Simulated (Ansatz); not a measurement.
A calculation with Ansatz (development build ahead of 0.2.0).

```yaml
crystal:
  periodic: [false, false, false]
  atoms:
    - { symbol: B, position_ang: [0.0, 0.0, 0.0] }
    - { symbol: F, position_ang: [0.74545, 0.74545, 0.74545] }
    - { symbol: F, position_ang: [0.74545, -0.74545, -0.74545] }
    - { symbol: F, position_ang: [-0.74545, 0.74545, -0.74545] }
    - { symbol: F, position_ang: [-0.74545, -0.74545, 0.74545] }
basis:
  gaussian: { orbitals: def2-TZVP }
total_charge: -1
hamiltonian:
  xc: hf
correlation:
  method: mp2
  frozen_orbitals: { B: 1, F: 1 }
```

The input is written out in the form of the current development build from the run's settings.

The run gave:

* Converged: yes
* Reference energy: -422.89053 hartree
* Correlation energy: -1.09998 hartree
* Total energy: -423.99051 hartree
* Spin squared of the determinant: 0.000

Caution: no unrestricted run beside it, a lower state can exist; no diffuse functions for an anion.
